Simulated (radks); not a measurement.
The chromium anion Cr- inside a hard spherical wall (all orbitals vanish at R), configuration held at [Ar] 3d5 4s2 and not refilled when levels cross. Method: scalar-relativistic Kohn-Sham, PBE, spin-polarised, spherical densities, point nucleus; open shells are filled with parallel spins first; computed with a radial shooting solver on a logarithmic mesh with Libxc functionals. Eigenvalues in eV for spin up, with the zero of energy where the potential of the charges vanishes at infinity; a dash marks a level that is unbound or too diffuse for the functional's potential to be trusted. A positive occupied level is held by the wall or, in an anion where self-interaction has pushed it up, behind a barrier. The pressure on the wall is -dE/dV.

R (bohr)  E (hartree)  kinetic (hartree)    e(3s)    e(3p)   e(4s)   e(3d)  e(4p, empty)  e(5s, empty)  pressure (GPa)
20        -1050.74450           1061.391  -69.890  -41.332   0.218   1.255             -             -        0.000743
15        -1050.74322           1061.394  -69.698  -41.139   0.392   1.452         2.552         2.965         0.00532
12        -1050.74016           1061.404  -69.431  -40.870   0.616   1.722             -             -          0.0305
10        -1050.73347           1061.429  -69.039  -40.475   0.937   2.110         3.582         5.812           0.131
8         -1050.71101           1061.511  -68.158  -39.592   1.669   2.960         4.760         9.382           0.746
7         -1050.68095           1061.615  -67.296  -38.730   2.422   3.775         5.892        12.841            2.05
6         -1050.61484           1061.833  -65.833  -37.276   3.792   5.136         7.849        18.789            6.37
3         -1048.40429           1068.212  -47.185  -19.090  32.979  23.467        43.803        116.61             799
2.5       -1045.95534           1075.353  -36.282   -8.245  59.837  35.724        73.927        189.87            2820
